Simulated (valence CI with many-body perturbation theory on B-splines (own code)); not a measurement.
**Energy levels of Pb31+**

Computed by valence CI with perturbative core correlation (CI+MBPT): five valence electrons over a frozen Dirac-Fock core [Kr] 4d10, a basis of 7 s, 7 p, 7 d, 7 f, 4 g, 2 h functions for each j, with the one-electron correlation potential Σ1 (screened to all orders), the two-electron term Σ2, the three-electron term Σ3, Breit, model QED; selected single and double excitations, second order for the rest (own B-spline code, finite nucleus).

No measured spectrum was set against this ion. As an estimate, large intervals hold to a few tenths of a per cent, small ones and those within an open d or f shell to about a per cent. Core correlation moves these levels by up to 6200 cm⁻¹, and in measured spectra 5 to 20 % of such shifts remained as error; rates that hang on mixing are uncertain with them. Among the levels kept, up to 760 cm⁻¹ of a level comes from second order outside the variational space, and about a tenth of that is noise between levels of different J, which matters for small intervals. Only levels of the ground parity were solved; by the run's estimate the other parity begins above the list, which can be wrong where configurations are misplaced.

Levels 1 to 45 of 52, with energies above the lowest level, (4f5/2^5) J=5/2. "Leading %" is the weight of the configuration and term that name the level; weights of strongly mixed levels are sums over their largest components and can fall short. In the jj column 3d3/2^4 stands for four electrons in 3d with j = 3/2. Lifetimes count E1, E2, E3, M1 and M2 decay at the calculated energies, and are blank where another channel may lead or the interval is too uncertain; long ones can be off by a factor of two.

| No. | Configuration | Term | J | E (eV) | Leading % | g | Lifetime | Leading jj |
| --- | --- | --- | --- | --- | --- | --- | --- | --- |
| 1 | 4f⁵ | ⁶H° | 5/2 | 0.000 | 43 | 0.549 |  | 4f5/2^5 (74 %) |
| 2 | 4f⁵ | ⁶H° | 7/2 | 3.593 | 67 | 0.896 | 712 μs | 4f5/2^4 4f7/2 (80 %) |
| 3 | 4f⁵ | ⁶F° | 5/2 | 5.132 | 27 | 1.004 | 667 μs | 4f5/2^4 4f7/2 (67 %) |
| 4 | 4f⁵ | ⁶F° | 3/2 | 5.554 | 53 | 0.907 | 1.38 ms | 4f5/2^4 4f7/2 (85 %) |
| 5 | 4f⁵ | ⁶H° | 9/2 | 6.117 | 72 | 1.053 | 1.58 ms | 4f5/2^3 4f7/2^2 (50 %) |
| 6 | 4f⁵ | ⁶F° | 1/2 | 6.133 | 68 | -0.408 | 101 ms | 4f5/2^4 4f7/2 (68 %) |
| 7 | 4f⁵ | ⁶H° | 11/2 | 7.727 | 58 | 1.117 | 6.92 ms | 4f5/2^4 4f7/2 (45 %) |
| 8 | 4f⁵ | ⁶F° | 7/2 | 7.981 | 51 | 1.253 | 1.10 ms | 4f5/2^3 4f7/2^2 (48 %) |
| 9 | 4f⁵ | ²L° | 15/2 | 8.191 | 20 | 1.041 |  | 4f5/2^4 4f7/2 (88 %) |
| 10 | 4f⁵ | ⁶H° | 13/2 | 8.674 | 37 | 1.119 | 48.3 ms | 4f5/2^4 4f7/2 (55 %) |
| 11 | 4f⁵ | ⁶F° | 9/2 | 9.968 | 49 | 1.285 | 3.71 ms | 4f5/2^4 4f7/2 (45 %) |
| 12 | 4f⁵ | ⁶F° | 5/2 | 10.764 | 49 | 1.060 | 188 μs | 4f5/2^3 4f7/2^2 (73 %) |
| 13 | 4f⁵ | ⁶F° | 11/2 | 11.612 | 31 | 1.218 | 1.58 ms | 4f5/2^4 4f7/2 (43 %) |
| 14 | 4f⁵ | ⁶H° | 15/2 | 11.719 | 36 | 1.089 | 831 μs | 4f5/2^3 4f7/2^2 (78 %) |
| 15 | 4f⁵ | ⁴I° | 9/2 | 12.021 | 48 | 0.910 | 234 μs | 4f5/2^3 4f7/2^2 (65 %) |
| 16 | 4f⁵ | ⁴F° | 3/2 | 12.071 | 62 | 0.647 | 243 μs | 4f5/2^3 4f7/2^2 (82 %) |
| 17 | 4f⁵ | ⁴L° | 13/2 | 12.383 | 43 | 0.996 | 643 μs | 4f5/2^3 4f7/2^2 (52 %) |
| 18 | 4f⁵ | ⁴P° | 5/2 | 12.407 | 28 | 1.275 | 266 μs | 4f5/2^3 4f7/2^2 (57 %) |
| 19 | 4f⁵ | ⁴K° | 11/2 | 12.481 | 38 | 1.051 | 475 μs | 4f5/2^3 4f7/2^2 (56 %) |
| 20 | 4f⁵ | ⁴G° | 7/2 | 13.727 | 37 | 1.022 | 294 μs | 4f5/2^3 4f7/2^2 (68 %) |
| 21 | 4f⁵ | ²P° | 1/2 | 13.758 | 65 | 0.387 | 247 μs | 4f5/2^3 4f7/2^2 (65 %) |
| 22 | 4f⁵ | ⁴M° | 17/2 | 13.804 | 60 | 1.011 | 658 μs | 4f5/2^3 4f7/2^2 (97 %) |
| 23 | 4f⁵ | ⁶P° | 3/2 | 14.251 | 46 | 1.900 | 1.09 ms | 4f5/2^3 4f7/2^2 (60 %) |
| 24 | 4f⁵ | ²G° | 7/2 | 15.171 | 37 | 0.897 | 256 μs | 4f5/2^3 4f7/2^2 (50 %) |
| 25 | 4f⁵ | ⁴G° | 9/2 | 15.458 | 40 | 1.047 | 775 μs | 4f5/2^3 4f7/2^2 (85 %) |
| 26 | 4f⁵ | ⁴L° | 15/2 | 15.490 | 52 | 0.999 | 900 μs | 4f5/2^3 4f7/2^2 (86 %) |
| 27 | 4f⁵ | ⁴M° | 19/2 | 15.734 | 50 | 1.051 | 10.8 ms | 4f5/2^3 4f7/2^2 (80 %) |
| 28 | 4f⁵ | ⁴I° | 9/2 | 15.782 | 29 | 1.024 | 316 μs | 4f5/2^4 4f7/2 (38 %) |
| 29 | 4f⁵ | ⁴H° | 11/2 | 16.126 | 31 | 1.092 | 843 μs | 4f5/2^3 4f7/2^2 (68 %) |
| 30 | 4f⁵ | ²N° | 21/2 | 16.377 | 42 | 1.066 | 505 ms | 4f5/2^3 4f7/2^2 (87 %) |
| 31 | 4f⁵ | ⁴G° | 5/2 | 16.461 | 36 | 0.843 | 229 μs | 4f5/2^3 4f7/2^2 (53 %) |
| 32 | 4f⁵ | ⁴K° | 13/2 | 16.501 | 56 | 0.959 | 839 μs | 4f5/2^3 4f7/2^2 (81 %) |
| 33 | 4f⁵ | ²M° | 17/2 | 16.749 | 40 | 1.015 | 29.9 ms | 4f5/2^3 4f7/2^2 (91 %) |
| 34 | 4f⁵ | ⁴I° | 13/2 | 17.229 | 36 | 1.087 | 601 μs | 4f5/2^3 4f7/2^2 (84 %) |
| 35 | 4f⁵ | ²D° | 5/2 | 17.270 | 24 | 1.268 | 366 μs | 4f5/2^3 4f7/2^2 (47 %) |
| 36 | 4f⁵ | ⁴D° | 7/2 | 17.279 | 37 | 1.418 | 438 μs | 4f5/2^3 4f7/2^2 (63 %) |
| 37 | 4f⁵ | ⁶H° | 15/2 | 17.383 | 31 | 1.095 | 223 μs | 4f5/2^2 4f7/2^3 (52 %) |
| 38 | 4f⁵ | ⁴P° | 3/2 | 17.769 | 25 | 1.248 | 411 μs | 4f5/2^4 4f7/2 (46 %) |
| 39 | 4f⁵ | ⁴I° | 11/2 | 18.163 | 49 | 0.986 | 176 μs | 4f5/2^2 4f7/2^3 (65 %) |
| 40 | 4f⁵ | ⁴F° | 9/2 | 18.198 | 26 | 1.084 | 318 μs | 4f5/2^3 4f7/2^2 (61 %) |
| 41 | 4f⁵ | ⁴L° | 13/2 | 18.419 | 24 | 1.046 | 179 μs | 4f5/2^2 4f7/2^3 (49 %) |
| 42 | 4f⁵ | ²I° | 11/2 | 18.635 | 28 | 1.037 | 299 μs | 4f5/2^3 4f7/2^2 (40 %) |
| 43 | 4f⁵ | ⁴G° | 5/2 | 18.767 | 36 | 1.029 | 229 μs | 4f5/2^3 4f7/2^2 (59 %) |
| 44 | 4f⁵ | ⁴G° | 7/2 | 18.854 | 52 | 1.016 | 190 μs | 4f5/2^3 4f7/2^2 (59 %) |
| 45 | 4f⁵ | ²P° | 3/2 | 19.509 | 27 | 1.387 | 493 μs | 4f5/2^3 4f7/2^2 (77 %) |

Where two levels of one J and parity lie close, their mixing, g and order are uncertain.

The ionisation energy to 4f⁴ ⁵I4 of the next ion comes out as 1160.7 eV (NIST: 1180 ± 60 eV (theoretical)). All 52 levels together are meant to be complete up to 20.304 eV.
